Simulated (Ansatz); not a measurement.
def2 core potentials replace the inner electrons of Te.

Species: C$_{2}$H$_{3}$F$_{3}$OTe, SMILES `FC(F)(C[Te]O)F` (H–O–Te–C torsion -81°, O–Te–C–C torsion 80°) (charge 0, multiplicity 1), formula C2H3F3OTe.

Task: How many basis functions does frozen-core CCSD(T)/def2-TZVPP // B3LYP-D3(BJ)/def2-SVP in Ansatz (a program for electronic structure) use, how many core orbitals are frozen, and how many electrons are correlated?

Result: 278 basis functions and 10 frozen orbitals, which leaves 54 correlated electrons (filled d shells below the valence shell are correlated). Core time is of the order of minutes.
